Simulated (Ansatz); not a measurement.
A geometry relaxed with PBE-D3(BJ)/def2-TZVP (Ansatz, an electronic-structure program), charge 0, multiplicity 1:

```xyz
4

F     -0.4098     1.9004    -0.0463
F      1.8514    -0.5941     0.0237
In    -0.0004    -0.0002     0.0001
F     -1.4412    -1.3062     0.0226
```

**Question.** Write the SMILES of this molecule.

**Answer.** `[F][In]([F])[F]`
